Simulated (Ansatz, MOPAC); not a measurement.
Molecule: BiCl2, charge 1, multiplicity 1. SMILES of the parent species: [Cl][Bi][Cl]

Atoms: Bi1, Cl2, Cl3. Bonds: Bi1-Cl2, Bi1-Cl3.

Bond lengths (Å) and angles (degrees) optimised at PM3 with MOPAC; PM6 with MOPAC; PM7 with MOPAC; B3LYP/6-31G* with LANL2DZ past Ar with Ansatz (a first-principles code), each started from the B3LYP-D3(BJ)/def2-TZVP structure (Ansatz) of the last column. A row stands for all coordinates that are equal there. 6-31G* holds six Cartesian d functions.

```json
[
 {"coordinate": "Bi1-Cl2", "PM3": "2.272", "PM6": "2.451", "PM7": "2.246", "B3LYP/6-31G* with LANL2DZ past Ar": "2.369", "B3LYP-D3(BJ)/def2-TZVP": "2.366"},
 {"coordinate": "Cl2-Bi1-Cl3", "PM3": "101.2", "PM6": "94.6", "PM7": "97.6", "B3LYP/6-31G* with LANL2DZ past Ar": "100.0", "B3LYP-D3(BJ)/def2-TZVP": "99.5"}
]
```

Mean signed difference of all 2 bond lengths from B3LYP-D3(BJ)/def2-TZVP: PM3 -0.094 Å, PM6 0.085 Å, PM7 -0.120 Å, B3LYP/6-31G* with LANL2DZ past Ar 0.003 Å.
